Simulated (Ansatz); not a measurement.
Consider the isomerisation: `OC1N[SiH2]1` → `N=C[SiH2]O`.

Gas-phase electronic energies from Ansatz, PBE0-D4/def2-TZVP geometries. CCSD(T)/CBS is the MP2 limit (def2-TZVPP, def2-QZVPP) plus CCSD(T) − MP2 in def2-TZVPP, frozen cores. DFT in def2-TZVPP. B3LYP here is the variant with VWN-RPA as its local correlation; programs differ in this. One conformer a species, not always the lowest.

(1) Is it downhill or uphill in electronic energy at CCSD(T)/CBS, and by how much? (An estimate is asked.)

(2) What do these levels give: BHLYP-D4, ωB97X-V, B3LYP, BHLYP, HF/CBS(def2), CCSD/CBS(def2)? (Estimate.)

(3) What do rigid-rotor, harmonic-oscillator terms from PBE0-D4/def2-TZVP frequencies (298.15 K, 1 bar) make of the CCSD(T)/CBS value? (Estimate.)

Largest T1 diagnostic among the species: 0.013.

Results:

(1) The calculation gave: Downhill: ΔE = -184.3 kJ/mol.

(2) Ansatz gave: BHLYP-D4 -189.5, ωB97X-V -171.1, B3LYP -183.3, BHLYP -189.1, HF/CBS(def2) -211.8, CCSD/CBS(def2) -186.3 kJ/mol.

(3) Ansatz gave: ΔZPE = -0.9 kJ/mol, ΔH = -184.4 kJ/mol, ΔS = 9 J/(mol·K), ΔG = -187.0 kJ/mol.

In def2-TZVPP, CCSD(T) changes the Hartree–Fock value by +25.6 kJ/mol (the triples alone add +2.0 kJ/mol) and MP2 by +30.8 kJ/mol. Leaving LDA and LC-ωPBE aside and taking each functional with its dispersion term where it has one, the values, not all of them listed here, spread over 31.9 kJ/mol, from BHLYP-D4 to PBE-D4. LDA lies +22.4 kJ/mol from PBE without D4.
